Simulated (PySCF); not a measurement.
Si(H)3(OH) (H₄OSi), SMILES O[SiH3]. The structure is a stationary point at B3LYP-D3(BJ)/def2-TZVP.

TDDFT-PBE0/def2-TZVPD in PySCF puts the lowest singlet excitations at 6.91, 7.62, 8.17, 8.57, 8.75, 8.77 eV.

Q: What are the lowest excitation roots from ADC(2)/aug-cc-pVDZ (PySCF 2.14.0)? (An estimate is asked for; the answer gives what the named calculation found.)

A: 6.92, 7.92, 8.25, 8.57, 8.72, 8.89 eV. S1 differs by 0.00 eV (second minus first; roots are paired by order, and the bases may differ).
